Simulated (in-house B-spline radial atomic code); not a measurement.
How numerical settings move a run on Si3+, [Ne] 3s1. Computed with an all-electron radial atomic-structure program (B-spline basis): non-relativistic OLYP, spherical fractional occupations, point nucleus.

Command:
```bash
python run_scf.py task.json out
```
Settings of the sound reference run:
```
Z                14
electrons        11
configuration    [Ne] 3s1
hamiltonian      nr
method           optx,lyp
spin_polarised   False
knot_spacing     0.22
spline_order     8
gauss_points     12
box_radius       16.22
max_iterations   70
damping          0.5
damped_steps     3
diis_vectors     10
tolerance        1e-08
start            Thomas-Fermi
```

Cost of the run: 0.16 s on 1 thread of AMD EPYC 7R43 64-Core Processor, with other jobs on the host.

It converges in 9 iterations to -287.258839 hartree, with 3s at -38.9526 eV. The other runs change the listed settings, some to values that make no sense; their results aren't properties of the atom or ion. Radii are in bohr (the nuclear one in fm), a minus after a letter asks for a j subshell, and «unchanged» means within 1e-8 hartree. The run stops when the residual is below 10 × tolerance × max(1, Z/10), or a noise floor if that is larger, and the energy moves by less than 1e-8 × √|E| hartree; so very loose and very tight tolerances often act alike.

| changed settings | outcome |
| --- | --- |
| max_iterations = 100, diis_vectors = 2, start = bare nucleus | converged in 10 iterations, energy unchanged |
| spline_order = 4, max_iterations = 60, damped_steps = 8, diis_vectors = 4, tolerance = 1e-05 | converged in 10 iterations, energy +6.70e-05 hartree from the reference, 3s level -5.9e-05 eV |
| spline_order = 6, max_iterations = 100, diis_vectors = 0, tolerance = 1e-10, start = bare nucleus | converged in 26 iterations, energy -1.90e-07 hartree from the reference, 3s level -1.5e-04 eV |
| knot_spacing = 0.4, gauss_points = 8, box_radius = 8.11, max_iterations = 75 | converged in 9 iterations, energy +3.28e-05 hartree from the reference, 3s level -1.5e-04 eV (the program warns: 3s reaches the box edge) |
| gauss_points = 3 | converged in 8 iterations, energy -7.86e+04 hartree from the reference, 3s level -8.9e+01 eV |
| damped_steps = 1 | converged in 8 iterations, energy unchanged |
| hamiltonian = dirac, method = revtpss,revtpss, nucleus = fermi, rms_radius = 3.1224, mass_number = 28, atomic_mass = 27.97693, speed_of_light = 137.036 | stopped with error: meta-GGAs are not served with the Dirac Hamiltonian |
| diis_vectors = 0 | converged in 20 iterations, energy unchanged |
| electrons = 19, configuration = [Ne] 3s1 5s2 5p6, max_iterations = 75 | converged in 19 iterations to -287.0391 hartree, a different physical problem (warning: 5s has a positive eigenvalue: unbound, held by the box) |
| electrons = 12, configuration = [Ne] 3s1 3f1, max_iterations = 75 | stopped with error: there is no 3f shell |

What happens with damped_steps = 8?

Converged in 13 iterations, energy unchanged, 3s level -3.5e-07 eV.

What happens with diis_vectors = 1?

Converged in 22 iterations, energy unchanged, 3s level +6.9e-07 eV.

What happens with diis_vectors = 20?

Converged in 9 iterations, energy unchanged.

What happens with gauss_points = 4?

Converged in 9 iterations, energy -6.59e-08 hartree from the reference, 3s level -1.7e-06 eV.
